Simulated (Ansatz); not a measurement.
Cost and result for the atomization energy of `O[Si]1(Cl)CN1` (9 atoms, 9 bonds).

Cartesian coordinates in Å:
```
O -0.140 0.787 1.879
Si -0.345 0.347 0.331
Cl -2.173 1.035 -0.286
C 0.393 -1.069 -0.520
N 0.972 0.332 -0.687
H -0.901 1.153 2.333
H 1.083 -1.781 -0.073
H -0.133 -1.478 -1.384
H 1.244 0.673 -1.593
```

The species carries charge 0 and has multiplicity 1. The structure was optimised at the PBE0-D4/def2-TZVP level. It is one conformer, not always the lowest. Program: Ansatz. All runs use 4 threads of an Arm Neoverse V2 on a shared host. Times are those of one run each, without the atoms' runs, and a repeat can differ threefold. Electronic energies, without spin–orbit coupling; frozen cores. CCSD(T)/CBS adds CCSD(T) − MP2 in def2-TZVPP to the MP2 limit, and its time is that of the two runs behind it. T1 = 0.011. B3LYP takes the VWN-RPA correlation (the form of Gaussian; ORCA's B3LYP/G).

CCSD(T)/CBS is a level of theory with its own doubt, some kJ/mol a heavy atom from the limit and from the frozen cores, so smaller differences don't rank the functionals.

```tsv
level	functions	wall time	atomization (kcal/mol)	difference from CCSD(T)/CBS	per bond
PBE-D4/def2-TZVPP (with forces)	233	1.9 s	823.9	18.9	2.1
PBE0-D4/def2-TZVPP	233	2.2 s	804.3	-0.7	-0.1
B3LYP-D4/def2-TZVPP (with forces)	233	3.3 s	800.2	-4.8	-0.5
r2SCAN-D4/def2-TZVPP (with forces)	233	3.6 s	805.8	0.8	0.1
B2PLYP/def2-TZVPP	233	3.8 s	792.8	-12.2	-1.4
ωB97X-V/def2-TZVPP	233	6 s	808.1	3.1	0.3
ωB97M-V/def2-TZVPP (with forces)	233	8 s	809.1	4.1	0.5
MP2/def2-QZVPP	431	13 s	816.9	11.9	1.3
CCSD(T)/def2-TZVPP	233	84 s	776.7	-28.3	-3.1
CCSD(T)/CBS(def2)	–	97 s	805.0	0.0	0.0
```

The D4 term adds +8.3 kcal/mol with B3LYP and +4.3 kcal/mol with PBE0; it sums over pairs of atoms, weighted by their polarisabilities, and B3LYP, whose exchange is more repulsive, gets the larger term. From PBE to PBE0 (25 % exact exchange), in def2-TZVPP and without D4, the atomization energy moves by −18.8 kcal/mol: exact exchange takes away binding that semilocal exchange gives to molecules. In def2-TZVPP, CCSD(T) changes the Hartree–Fock value by +227.0 kcal/mol (the triples alone add +15.3 kcal/mol) and MP2 by +250.2 kcal/mol; breaking electron pairs costs correlation energy, which Hartree–Fock lacks.
